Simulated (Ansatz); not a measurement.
Wavefunction ladder for `FC(F)(F)[C-](C(F)(F)F)C(F)(F)F`

```xyz
13

F    -1.428    1.581   -1.087
C    -1.284    0.664   -0.071
F    -2.372   -0.155   -0.265
F    -1.559    1.348    1.060
C     0.000    0.000    0.000
C     0.471   -0.786   -1.120
F     0.717   -2.115   -0.859
F    -0.414   -0.788   -2.140
F     1.660   -0.377   -1.680
C     0.813    0.122    1.192
F     1.972   -0.561    1.080
F     0.240   -0.335    2.356
F     1.184    1.402    1.534
```

The species carries charge -1 and has multiplicity 1. The geometry is a stationary point of PBE0-D4/def2-TZVPD. Frozen core, restricted reference, Ansatz 0.2.0. CBS rows extrapolate triple and quadruple zeta; past MP2 they add the triple-zeta difference.

```csv
basis,HF (Eh),MP2 corr.,CCSD corr.,(T),CCSD(T) total
def2-SVPD,-1045.69020,-2.28901,-2.31256,-0.06562,-1048.06838
def2-TZVPPD,-1046.92763,-2.89189,-2.89288,-0.10201,-1049.92252
def2-QZVPPD,-1046.96820,-3.13650,–,–,–
CBS(def2),-1046.97379,-3.31770,-3.31869,as TZ,-1050.39449
```
